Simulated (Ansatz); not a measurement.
Reaction (cleavage of the Si–Si bond): `O[SiH2][SiH2][SeH]` + H₂Se → `[SeH][SiH2][SeH]` + `O[SiH3]`

Computed with Ansatz on PBE0-D4/def2-TZVP structures; ΔE is electronic, products minus reactants. CCSD(T)/CBS adds triple-zeta CCSD(T) − MP2 to the extrapolated MP2 energy (def2 sets, frozen cores). Functionals use def2-TZVPP. B3LYP here is the variant with VWN-RPA as its local correlation; programs differ in this. For Se outer-core shells are correlated without core-valence functions, which leaves a few kJ/mol of doubt a bond. Scalar relativity is left out up to krypton. Each species was taken in one conformer, which may not be the lowest.

Task: Is it downhill or uphill in electronic energy at CCSD(T)/CBS, and by how much? (Best estimate.)

Result: Computed: Downhill: ΔE = -15.8 kcal/mol.

Task: What do these levels give: ωB97X-V, B3LYP, MP2/def2-TZVPP, SCS-MP2/def2-QZVPP, HF/CBS(def2), MP2/CBS(def2)? (Best estimate.)

Result: Computed: ωB97X-V -14.5, B3LYP -15.2, MP2/def2-TZVPP -17.6, SCS-MP2/def2-QZVPP -17.9, HF/CBS(def2) -18.6, MP2/CBS(def2) -18.4 kcal/mol.

Largest T1 diagnostic among the species: 0.011.

The D4 term adds +0.9 kcal/mol with B3LYP and +0.5 kcal/mol with PBE0; it sums over pairs of atoms, weighted by their polarisabilities, and B3LYP, whose exchange is more repulsive, gets the larger term. In def2-TZVPP, CCSD(T) changes the Hartree–Fock value by +3.5 kcal/mol (the triples alone add +0.4 kcal/mol) and MP2 by +0.9 kcal/mol.
